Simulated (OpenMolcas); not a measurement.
What dynamic correlation does to the levels of Ge

| Item | Value |
| --- | --- |
| Program | OpenMolcas 26.06 |
| Basis | ANO-R1 [5s4p3d1f] |
| Scalar Hamiltonian | X2C, finite nucleus |
| Active space | 4 electrons in 4 orbitals (4s 4p) |
| State averaging | 2S+1 = 3 even, 3 roots; 2S+1 = 1 even, 6 roots; 2S+1 = 5 odd, 1 root; 2S+1 = 3 odd, 5 roots (0 in the spin-orbit step) |
| Spin-orbit coupling | state interaction with AMFI integrals over the reference wave functions, term energies averaged over their components |

Methods on the same reference wave functions:
A. CASSCF
B. SS-CASPT2, IPEA 0.25 Eh, imaginary shift 0.1 Eh (closed shells correlated: 3d)

Energies in cm⁻¹ above 4s² 4p² ³P₀, the measured ground level; measured values from NIST Handbook of Basic Atomic Spectroscopic Data.

```csv
Level,A,B,Measured
4s² 4p² ³P₀,0.0,0.0,0.0
4s² 4p² ³P₁,465,462,557
4s² 4p² ³P₂,1217,1207,1410
4s² 4p² ¹D₂,9632,8383,7125
4s² 4p² ¹S₀,17382,18158,16367
4s 4p³ ⁵S°₂,30381,36425,41927
```

Deviations, from unrounded energies. A percentage is the sum of absolute deviations over the sum of measured energies, with the sign that they share, or ± where signs differ.

```tsv
Against measurement	Levels	A	B
mean absolute deviation (cm-1)	5	3100	1800
fine structure of the ground term (%)	2	-14.5	-15.1
other terms of the ground configuration (%)	2	+15.0	+13.0
other configurations (%)	1	-27.5	-13.1
```

B lies closest to measurement on these levels. The largest miss of B in the table is 4s 4p³ ⁵S°₂, by -5500 cm-1. The ranking rests on the paired levels alone, and a cruder setting can come out closer through cancelling errors.

From A to B the spin-free energies of the other terms of 4s² 4p² shown, above ³P, scale by factors of 0.86 to 1.05.

The lowest spin-free term lies below A's lowest term by 0.414 hartree in B.

Some high roots are left out of the spin-orbit mixing, which shifts the levels that they would mix with. Terms of s pⁿ other than that of highest spin mix with s² pⁿ⁻² d, which this space lacks; all of them can be thousands of cm-1 off, and some have no real level of that name. Without dynamic correlation excited terms often stand tens of per cent too high (terms of higher spin than the ground term too low), and those without a measured partner can miss by more than the paired ones (holds for A). Some terms miss by over 15 % even with CASPT2, which points to a basis or an active space too small for the shells correlated (holds for B). Computed and measured levels are paired by configuration, term and J; levels that our copy of the source lacks, or whose pairing is in doubt (as where it misses far off the trend of its configuration), stay unpaired and out of the deviations. Only configurations of the active space appear.

° marks odd parity.
